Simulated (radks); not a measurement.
The numbers below are computed, except where a source is named.
Q: Re LXVI, configuration [Ne] (the NIST ground configuration). Code: a radial shooting solver on a logarithmic mesh with Libxc functionals. Model: Dirac Kohn-Sham, PBE, spin-unpolarised, spherical densities, finite nucleus; Fermi nuclear charge, rms radius 5.3698 fm. Some entries of the table are withheld. Estimate them.

orbital  occ.  eigenvalue (eV)  r(max) (bohr)  <1/r> (bohr^-1)
1s1/2       2        -77377.97        0.01123              (1)
2s1/2       2              (2)            (3)            22.01
2p1/2       2        -17433.31            (4)              (5)
2p3/2       4        -15939.47            (6)              (7)

A: 
(1) 1s1/2 <1/r> (bohr^-1): 88.78
(2) 2s1/2 eigenvalue (eV): -17876.01
(3) 2s1/2 r(max) (bohr): 0.06418
(4) 2p1/2 r(max) (bohr): 0.04752
(5) 2p1/2 <1/r> (bohr^-1): 21.92
(6) 2p3/2 r(max) (bohr): 0.05430
(7) 2p3/2 <1/r> (bohr^-1): 18.35
